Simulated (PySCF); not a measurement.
# How far are cheaper levels from CCSD(T)/CBS for GeH⁻?

PySCF; the state is a triplet (π ↑↑). The composite is CCSD(T) extrapolated to the basis-set limit from two correlation-consistent sets, with core-valence (CV) and scalar-relativistic (SR) terms as its label shows; it has no spin–orbit coupling and nothing beyond (T). Here it is CCSD(T)/CBS(DT). It gives Re = 1.615 Å, ωe = 1713 cm⁻¹ and De = 2.82 eV to Ge⁻ + H.

| level | basis | relativity | Re (Å) | ωe (cm⁻¹) | De (eV) |
| --- | --- | --- | --- | --- | --- |
| UHF-MP2 | aug-cc-pVDZ-PP/aug-cc-pVDZ | scalar-relativistic core potentials | 1.623 | 1736 | 2.44 |
| UHF-CCSD | aug-cc-pVDZ-PP/aug-cc-pVDZ | scalar-relativistic core potentials | 1.634 | 1675 | 2.60 |
| UHF-CCSD(T) | aug-pcseg-1 | no relativity | 1.631 | 1682 | 2.57 |
| LDA | aug-pcseg-1 | no relativity | 1.636 | 1694 | 3.17 |
| PBE | aug-pcseg-1 | no relativity | 1.648 | 1651 | 2.77 |
| PBEsol | aug-cc-pVDZ-PP/aug-cc-pVDZ | scalar-relativistic core potentials | 1.650 | 1640 | 2.85 |
| r²SCANh | def2-TZVPPD | no relativity | 1.625 | 1713 | 2.97 |
| PBE0 | aug-pcseg-1 | no relativity | 1.630 | 1724 | 2.74 |
| r²SCAN0 | def2-TZVPPD | no relativity | 1.620 | 1736 | 2.94 |
| HSE06 | aug-pcseg-1 | no relativity | 1.631 | 1719 | 2.75 |

**Question.** Give the difference of each row from the composite.

**Answer.** 

| level | basis | ΔRe (pm) | Δωe (%) | ΔDe (eV) |
| --- | --- | --- | --- | --- |
| UHF-MP2 | aug-cc-pVDZ-PP/aug-cc-pVDZ | +0.8 | +1.3 | -0.38 |
| UHF-CCSD | aug-cc-pVDZ-PP/aug-cc-pVDZ | +1.9 | -2.2 | -0.22 |
| UHF-CCSD(T) | aug-pcseg-1 | +1.6 | -1.8 | -0.25 |
| LDA | aug-pcseg-1 | +2.1 | -1.1 | +0.35 |
| PBE | aug-pcseg-1 | +3.3 | -3.6 | -0.05 |
| PBEsol | aug-cc-pVDZ-PP/aug-cc-pVDZ | +3.5 | -4.3 | +0.03 |
| r²SCANh | def2-TZVPPD | +1.0 | +0.0 | +0.15 |
| PBE0 | aug-pcseg-1 | +1.5 | +0.6 | -0.08 |
| r²SCAN0 | def2-TZVPPD | +0.5 | +1.3 | +0.12 |
| HSE06 | aug-pcseg-1 | +1.6 | +0.4 | -0.07 |

**Question.** Which rows come closest in De?

**Answer.** PBEsol in aug-cc-pVDZ-PP/aug-cc-pVDZ (+0.03 eV), counted from the composite.

Correlated steps freeze the inner cores (4 to 9 orbitals); shallow outer-core shells are correlated. Correlated levels converge slowly with the basis: in double zeta they bind strong bonds too weakly, by up to about 1 eV, and carry superposition errors of some tenths. Spin–orbit coupling is left out. For an ion De counts to the pair picked by the measured ionisation energies or electron affinities, which need not be the lowest pair at this level. The highest Kohn–Sham level is positive in some of these anions. Much of that is self-interaction error, but it also means that the finite basis helps to hold the extra electron. The state is the lowest determinant that a PBE0 search found; another state may lie lower at other levels.
